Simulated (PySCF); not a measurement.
# Excitation energies in several basis sets

C3H8Si.
Structure used (PBE0-D3(BJ)/def2-SVP), in Å, numbered top down from 1:
```
atom  x, y, z in Å
C1     1.1595   -1.0023    0.1021
C2     0.1881    0.0695    0.5359
C3    -0.1378    1.2069   -0.4458
Si4   -1.5939    0.1207   -0.0274
H5     2.1944   -0.6183    0.0828
H6     0.9307   -1.3693   -0.9115
H7     1.1329   -1.8696    0.7791
H8     0.3499    0.4180    1.5649
H9    -0.0934    2.2318   -0.0616
H10    0.2989    1.1145   -1.4477
H11   -2.6477    0.6274    0.8876
H12   -2.0511   -0.8651   -1.0400
```

TDDFT with PBE0 (PySCF), vertical singlets, core orbitals frozen in the response, spherical d and f functions. Isolated species at its PBE0-D3(BJ)/def2-SVP geometry, gas phase.

Compare 6-31G*, 6-31+G*, def2-SVP, def2-SVPD, aug-cc-pVDZ, def2-TZVP and def2-TZVPD for this molecule.

| basis | functions | diffuse | S1 (eV) | S2 (eV) | S3 (eV) | S4 (eV) | S5 (eV) | LUMO (eV) | α (au) |
| --- | --- | --- | --- | --- | --- | --- | --- | --- | --- |
| 6-31G* | 76 | no | 6.51 | 6.83 | 7.32 | 7.42 | 7.88 | 0.76 | 55.0 |
| 6-31+G* | 92 | yes | 5.75 | 5.83 | 6.26 | 6.49 | 6.63 | 0.07 | 61.4 |
| def2-SVP | 100 | no | 6.64 | 6.67 | 7.07 | 7.46 | 7.63 | 0.76 | 57.9 |
| def2-SVPD | 148 | yes | 6.11 | 6.15 | 6.63 | 6.75 | 7.02 | 0.32 | 65.8 |
| aug-cc-pVDZ | 168 | yes | 5.61 | 5.77 | 6.06 | 6.20 | 6.31 | -0.02 | 67.5 |
| def2-TZVP | 178 | no | 6.09 | 6.26 | 6.78 | 6.98 | 7.07 | 0.29 | 64.0 |
| def2-TZVPD | 226 | yes | 5.84 | 5.86 | 6.27 | 6.46 | 6.65 | 0.08 | 67.2 |

States are compared by their number. Against the largest diffuse basis here (def2-TZVPD, itself not a converged limit), sets without diffuse functions differ by up to 0.80 eV in S1 and 1.23 eV in S5; the smaller diffuse sets differ by up to 0.27 and 0.37 eV. State by state, the largest deviation of a set without diffuse functions is S1 0.80, S2 0.96, S3 1.05, S4 1.00, S5 1.23 eV. The same number needn't mean the same state in each row. Against def2-TZVPD the polarisability deviates by -18% in 6-31G*, -9% in 6-31+G*, -14% in def2-SVP, -2% in def2-SVPD, 0% in aug-cc-pVDZ, -5% in def2-TZVP. A single + in a Pople set puts diffuse functions on heavy atoms only.
